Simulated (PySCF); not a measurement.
H12O6Ti (SMILES [OH2]->[Ti+3](<-[OH2])(<-[OH2])(<-[OH2])(<-[OH2])<-[OH2]), charge +3, doublet, geometry from GFN2-xTB (such geometries of metal compounds can be far from the true shape), with bond 19-17 at 2.0 times its length; B3LYP/STO-3G run with PySCF.

The PySCF input:
```python
from pyscf import gto, scf, dft

mol = gto.Mole()
mol.atom = '''
    Ti    0.00000000   -0.00000000    0.00000000
    O    -0.62795870    1.69434690   -0.91677950
    H    -1.52378457    2.08531234   -0.97029631
    H    -0.07297740    2.32338839   -1.42299588
    O     1.55687199    1.05393829    0.75564005
    H     1.51375231    1.93929188    1.17306331
    H     2.50792783    0.82637641    0.79957606
    O     1.04511822   -0.45152455   -1.67615085
    H     1.96574695   -0.76859606   -1.77680075
    H     0.72000546   -0.39573026   -2.59872397
    O    -1.04511822    0.45152455    1.67615085
    H    -1.96574695    0.76859606    1.77680075
    H    -0.72000546    0.39573026    2.59872397
    O    -1.55687199   -1.05393829   -0.75564005
    H    -1.51375231   -1.93929188   -1.17306331
    H    -2.50792783   -0.82637641   -0.79957606
    O     0.62795870   -1.69434690    0.91677950
    H     0.07297740   -2.32338839    1.42299588
    H     2.41961044   -2.47627778    1.02381312
'''
mol.basis = 'sto-3g'
mol.charge = 3
mol.spin = 1
mol.verbose = 4
mol.build()

mf = dft.UKS(mol)
mf.xc = 'b3lyp'
mf.diis = False
mf.max_cycle = 100
mf.kernel()
```

### Question
Predict the main parts of the log of this PySCF run.

### Answer

```
PySCF version 2.14.0

[INPUT] verbose = 4
[INPUT] num. atoms = 19
[INPUT] num. electrons = 79
[INPUT] charge = 3
[INPUT] spin (= nelec alpha-beta = 2S) = 1
[INPUT] symmetry False subgroup None
[INPUT] Mole.unit = angstrom
[INPUT] Symbol           X                Y                Z      unit          X                Y                Z       unit  Magmom
[...]
nuclear repulsion = 622.333118745909
number of shells = 38
number of NR pGTOs = 180
number of NR cGTOs = 60
basis = sto-3g
ecp = {}

******** <class 'pyscf.dft.uks.UKS'> ********
method = UKS
initial guess = minao
damping factor = 0
level_shift factor = 0
DIIS disabled
SCF conv_tol = 1e-09
SCF conv_tol_grad = None
SCF max_cycles = 100
direct_scf = True
direct_scf_tol = 1e-13
number electrons alpha = 40  beta = 39
XC library pyscf.dft.libxc version 7.1.2
    S. Lehtola, C. Steigemann, M. J. T. Oliveira, and M. A. L. Marques,  SoftwareX 7, 1–5 (2018)
XC functionals = b3lyp
    P. J. Stephens, F. J. Devlin, C. F. Chabalowski, and M. J. Frisch,  J. Phys. Chem. 98, 11623 (1994)
radial grids:
    Treutler-Ahlrichs [JCP 102, 346 (1995); DOI:10.1063/1.469408] (M4) radial grids

becke partition: Becke, JCP 88, 2547 (1988); DOI:10.1063/1.454033
pruning grids: <function nwchem_prune>
grids dens level: 3
symmetrized grids: False
atomic radii adjust function: <function treutler_atomic_radii_adjust>
small_rho_cutoff = 0
Set gradient conv threshold to 3.16228e-05
tot grids = 223096
init E= -1292.75981620166

cycle= 1 E= -1291.77309247198  delta_E= 0.987  |g|= 0.73  |ddm|= 3.38
cycle= 2 E= -1286.52962155598  delta_E= 5.24  |g|= 2.66  |ddm|= 3.36

cycle= 3 E= -1282.4678963948  delta_E= 4.06  |g|= 2.47  |ddm|= 5.76

cycle= 4 E= -1258.07436151304  delta_E= 24.4  |g|= 2.95  |ddm|=  9.1
cycle= 5 E= -1235.75032948363  delta_E= 22.3  |g|= 4.28  |ddm|= 12.7
cycle= 6 E= -1238.66800943899  delta_E= -2.92  |g|= 3.11  |ddm|=   14

cycle= 7 E= -1216.9730804089  delta_E= 21.7  |g|= 4.09  |ddm|= 14.8
cycle= 8 E= -1224.11764663101  delta_E= -7.14  |g|= 3.71  |ddm|= 15.1

cycle= 9 E= -1221.62156572527  delta_E=  2.5  |g|= 4.74  |ddm|= 14.9
cycle= 10 E= -1211.13059830492  delta_E= 10.5  |g|= 2.46  |ddm|= 15.4
cycle= 11 E= -1224.77809626451  delta_E= -13.6  |g|= 5.36  |ddm|= 15.4
cycle= 12 E= -1209.40275143062  delta_E= 15.4  |g|= 2.37  |ddm|= 15.4
cycle= 13 E= -1226.29284350451  delta_E= -16.9  |g|= 5.18  |ddm|= 15.4
cycle= 14 E= -1206.49006931504  delta_E= 19.8  |g|= 2.08  |ddm|= 15.5
[...]

cycle= 69 E= -1209.4033325182  delta_E= -0.0857  |g|= 3.09  |ddm|= 15.5
cycle= 70 E= -1209.31764542801  delta_E= 0.0857  |g|= 3.67  |ddm|= 15.5

cycle= 71 E= -1209.4033325181  delta_E= -0.0857  |g|= 3.09  |ddm|= 15.5
cycle= 72 E= -1209.31764542815  delta_E= 0.0857  |g|= 3.67  |ddm|= 15.5

cycle= 73 E= -1209.40333251805  delta_E= -0.0857  |g|= 3.09  |ddm|= 15.5
cycle= 74 E= -1209.3176454282  delta_E= 0.0857  |g|= 3.67  |ddm|= 15.5

cycle= 75 E= -1209.40333251803  delta_E= -0.0857  |g|= 3.09  |ddm|= 15.5
cycle= 76 E= -1209.31764542821  delta_E= 0.0857  |g|= 3.67  |ddm|= 15.5

cycle= 77 E= -1209.40333251802  delta_E= -0.0857  |g|= 3.09  |ddm|= 15.5
cycle= 78 E= -1209.31764542822  delta_E= 0.0857  |g|= 3.67  |ddm|= 15.5

cycle= 79 E= -1209.40333251802  delta_E= -0.0857  |g|= 3.09  |ddm|= 15.5
cycle= 80 E= -1209.31764542822  delta_E= 0.0857  |g|= 3.67  |ddm|= 15.5

cycle= 81 E= -1209.40333251802  delta_E= -0.0857  |g|= 3.09  |ddm|= 15.5
cycle= 82 E= -1209.31764542823  delta_E= 0.0857  |g|= 3.67  |ddm|= 15.5

cycle= 83 E= -1209.40333251802  delta_E= -0.0857  |g|= 3.09  |ddm|= 15.5
cycle= 84 E= -1209.31764542823  delta_E= 0.0857  |g|= 3.67  |ddm|= 15.5

cycle= 85 E= -1209.40333251802  delta_E= -0.0857  |g|= 3.09  |ddm|= 15.5
cycle= 86 E= -1209.31764542822  delta_E= 0.0857  |g|= 3.67  |ddm|= 15.5

cycle= 87 E= -1209.40333251802  delta_E= -0.0857  |g|= 3.09  |ddm|= 15.5
cycle= 88 E= -1209.31764542823  delta_E= 0.0857  |g|= 3.67  |ddm|= 15.5

cycle= 89 E= -1209.40333251802  delta_E= -0.0857  |g|= 3.09  |ddm|= 15.5
cycle= 90 E= -1209.31764542822  delta_E= 0.0857  |g|= 3.67  |ddm|= 15.5

cycle= 91 E= -1209.40333251802  delta_E= -0.0857  |g|= 3.09  |ddm|= 15.5
cycle= 92 E= -1209.31764542823  delta_E= 0.0857  |g|= 3.67  |ddm|= 15.5

cycle= 93 E= -1209.40333251802  delta_E= -0.0857  |g|= 3.09  |ddm|= 15.5
cycle= 94 E= -1209.31764542823  delta_E= 0.0857  |g|= 3.67  |ddm|= 15.5

cycle= 95 E= -1209.40333251802  delta_E= -0.0857  |g|= 3.09  |ddm|= 15.5
cycle= 96 E= -1209.31764542822  delta_E= 0.0857  |g|= 3.67  |ddm|= 15.5

cycle= 97 E= -1209.40333251802  delta_E= -0.0857  |g|= 3.09  |ddm|= 15.5
cycle= 98 E= -1209.31764542823  delta_E= 0.0857  |g|= 3.67  |ddm|= 15.5

cycle= 99 E= -1209.40333251802  delta_E= -0.0857  |g|= 3.09  |ddm|= 15.5
cycle= 100 E= -1209.31764542822  delta_E= 0.0857  |g|= 3.67  |ddm|= 15.5
SCF not converged.
SCF energy = -1209.31764542822 after 100 cycles  <S^2> = 0.75001168  2S+1 = 2.0000117
```

Convergence was not reached.
